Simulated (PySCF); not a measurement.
A structure optimised at PBE-D3(BJ)/def2-TZVPD, used in a PySCF frequency run:

```
O
H 1 0.9786
S 1 1.6536 2 107.77
```
Charge 0, spin multiplicity 2.

Question: Write its SMILES, formula and point group.

Answer: O[S], HOS, Cs

Question: What are its rotational constants (standard atomic weights)?

Answer: 629.65, 16.210, 15.803 GHz
